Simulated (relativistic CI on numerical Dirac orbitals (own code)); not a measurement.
## Ions with 43 electrons, Eu²⁰⁺ to Pb³⁹⁺

These numbers are calculated, not measured: Dirac-Coulomb-Breit CI, KLI orbitals optimised for each configuration, a model potential for QED, unscaled Slater integrals (own radial code, finite nucleus).

Configuration list (outside the closed core [Ar] 3d10): 4s²4p⁶4d⁷, 4s²4p⁵4d⁸, 4s²4p⁶4d⁶4f, 4s²4p⁶4d⁶5s, 4s4p⁶4d⁸, 4s²4p⁶4d⁵5s², 4s²4p⁶4d⁶5p. Double excitations out of closed p, d and f shells are left out; levels of such configurations are missing from the list, as are those of other unlisted configurations, and high levels can miss mixing partners.

Energies above each ion's lowest level, in eV. Levels are followed by their leading LS label, which can pass from one level to another where the coupling changes.

```tsv
Ion	4s²4p⁶4d⁷ ⁴F9/2	4s²4p⁶4d⁷ ²P3/2	4s²4p⁶4d⁷ ²D5/2	4s²4p⁶4d⁷ ⁴F7/2	4s²4p⁶4d⁷ ⁴P5/2	4s²4p⁶4d⁷ ⁴P1/2	4s²4p⁶4d⁷ ²H11/2
Eu²⁰⁺	0	3.6862	4.7693	5.4029	8.5312	9.5498	10.673
Gd²¹⁺	0	3.7865	5.0188	6.0273	9.2714	10.284	11.429
Tb²²⁺	0	3.886	5.2643	6.7017	10.065	11.068	12.234
Dy²³⁺	0	3.9852	5.5065	7.4285	10.914	11.903	13.09
Ho²⁴⁺	0	4.0842	5.7458	8.2102	11.818	12.793	14
Er²⁵⁺	0	4.1835	5.9826	9.0491	12.782	13.739	14.966
Tm²⁶⁺	0	4.283	6.2174	9.9477	13.805	14.746	15.991
Yb²⁷⁺	0	4.3831	6.4502	10.909	14.891	15.814	17.078
Lu²⁸⁺	0	4.4836	6.6814	11.934	16.041	16.947	18.228
Hf²⁹⁺	0	4.5849	6.911	13.028	17.26	18.147	19.446
Ta³⁰⁺	0	4.6867	7.1392	14.191	18.548	19.418	20.733
W³¹⁺	0	4.7893	7.3661	15.428	19.908	20.762	22.093
Re³²⁺	0	4.8927	7.5917	16.74	21.345	22.182	23.528
Os³³⁺	0	4.9967	7.8161	18.131	22.859	23.68	25.041
Ir³⁴⁺	0	5.1015	8.0395	19.604	24.455	25.261	26.635
Pt³⁵⁺	0	5.207	8.2617	21.161	26.135	26.927	28.314
Au³⁶⁺	0	5.3133	8.483	22.807	27.903	28.68	30.08
Hg³⁷⁺	0	5.4202	8.7034	24.543	29.762	30.525	31.937
Tl³⁸⁺	0	5.5279	8.9229	26.374	31.714	32.464	33.888
Pb³⁹⁺	0	5.6363	9.1415	28.302	33.764	34.502	35.936
```

The lowest level keeps the configuration 4s²4p⁶4d⁷ and J = 9/2 throughout.

Between Z = 79 and 82 the energy of 4s²4p⁶4d⁷ ²P3/2 follows a local power law Z^1.6. For orientation: electrostatic splittings inside a shell grow about linearly with the screened charge, excitations that change n as its square, and fine structure as its fourth power; written in Z itself the exponents are larger, since the screened charge grows faster in proportion.
